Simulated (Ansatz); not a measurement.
Cost and result for the atomization energy of C₂H₇BF₂Si, SMILES `C[Si](C)(F)BF` (13 atoms, 12 bonds).

```csv
atom,x (Å),y (Å),z (Å)
C1,-0.010,-1.332,1.112
Si2,-0.471,0.020,-0.088
C3,0.557,-0.084,-1.641
F4,-2.015,-0.201,-0.505
B5,-0.318,1.862,0.778
F6,0.876,2.254,1.207
H7,-0.097,-2.313,0.639
H8,-0.654,-1.322,1.994
H9,1.024,-1.207,1.447
H10,0.246,0.660,-2.378
H11,0.465,-1.073,-2.098
H12,1.612,0.088,-1.412
H13,-1.215,2.648,0.944
```

Total charge 0; spin multiplicity 1. Geometry: relaxed with PBE0-D4/def2-TZVP. It is one conformer, not always the lowest. Program: Ansatz. All runs use 2 threads of an AMD EPYC 7R13 on a shared host and a share of an NVIDIA H100 80 GB. Times are those of one run each, without the atoms' runs, and a repeat can differ threefold. Electronic energies, without spin–orbit coupling; frozen cores. CCSD(T)/CBS adds CCSD(T) − MP2 in def2-TZVPP to the MP2 limit, and its time is that of the two runs behind it. T1 = 0.012. B3LYP takes the VWN-RPA correlation (the form of Gaussian; ORCA's B3LYP/G).

CCSD(T)/CBS is a level of theory with its own doubt, some kJ/mol a heavy atom from the limit and from the frozen cores, so smaller differences don't rank the functionals.

| level | functions | wall time | atomization (kcal/mol) | difference from CCSD(T)/CBS | per bond |
| --- | --- | --- | --- | --- | --- |
| PBE0-D4/def2-TZVPP | 295 | 2.3 s | 1216.5 | 0.5 | 0.0 |
| PBE-D4/def2-TZVPP (with forces) | 295 | 2.5 s | 1232.9 | 16.9 | 1.4 |
| r2SCAN-D4/def2-TZVPP (with forces) | 295 | 2.7 s | 1221.5 | 5.5 | 0.5 |
| B3LYP-D4/def2-TZVPP (with forces) | 295 | 2.8 s | 1215.8 | -0.2 | 0.0 |
| ωB97X-V/def2-TZVPP | 295 | 4 s | 1219.6 | 3.6 | 0.3 |
| B2PLYP/def2-TZVPP | 295 | 4.5 s | 1205.6 | -10.4 | -0.9 |
| ωB97M-V/def2-TZVPP (with forces) | 295 | 5.5 s | 1219.7 | 3.7 | 0.3 |
| MP2/def2-QZVPP | 565 | 11 s | 1226.2 | 10.2 | 0.8 |
| CCSD(T)/def2-TZVPP | 295 | 4.9 min | 1188.1 | -27.9 | -2.3 |
| CCSD(T)/CBS(def2) | – | 5.1 min | 1216.0 | 0.0 | 0.0 |

The D4 term adds +9.6 kcal/mol with B3LYP and +5.1 kcal/mol with PBE0; it sums over pairs of atoms, weighted by their polarisabilities, and B3LYP, whose exchange is more repulsive, gets the larger term. From PBE to PBE0 (25 % exact exchange), in def2-TZVPP and without D4, the atomization energy moves by −15.5 kcal/mol: exact exchange takes away binding that semilocal exchange gives to molecules. In def2-TZVPP, CCSD(T) changes the Hartree–Fock value by +253.7 kcal/mol (the triples alone add +14.1 kcal/mol) and MP2 by +275.1 kcal/mol; breaking electron pairs costs correlation energy, which Hartree–Fock lacks.
